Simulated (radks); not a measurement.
Values are calculated unless marked as measured or tabulated.
Problem. The mean radii <r> (bohr) of the occupied orbitals of an atom or ion are listed with their occupations. Code: a radial shooting solver on a logarithmic mesh with Libxc functionals. Model: scalar-relativistic Kohn-Sham, B86b exchange with PBE correlation, spin-unpolarised, spherical densities, finite nucleus; Fermi nuclear charge, rms radius of each element as measured or else 0.836 A^(1/3) + 0.57 fm.

| orbital | occ. | <r> |
|---|---|---|
| 1s | 2 | 0.01744 |
| 2s | 2 | 0.07362 |
| 2p | 6 | 0.06624 |
| 3s | 2 | 0.1905 |
| 3p | 6 | 0.1913 |
| 3d | 10 | 0.1733 |
| 4s | 2 | 0.4234 |
| 4p | 6 | 0.4505 |
| 4d | 10 | 0.4784 |
| 5s | 2 | 0.9784 |
| 4f | 14 | 0.5352 |
| 5p | 6 | 1.133 |
| 5d | 7 | 1.630 |
| 6d | 1 | 6.138 |

Name the element and its charge.

Solution. Z = 77, iridium, charge +1: Ir+ in [Xe] 4f14 5d7 6d1. The 1s radius gives Z: for a bare nucleus <r> = (2 gamma + 1)/(2Z) with gamma = sqrt(1 - (Z/c)^2), 0.01724 bohr for Z = 77, and screening makes it slightly larger (0.01744 here). The occupations add up to 76, and the charge is Z minus that.
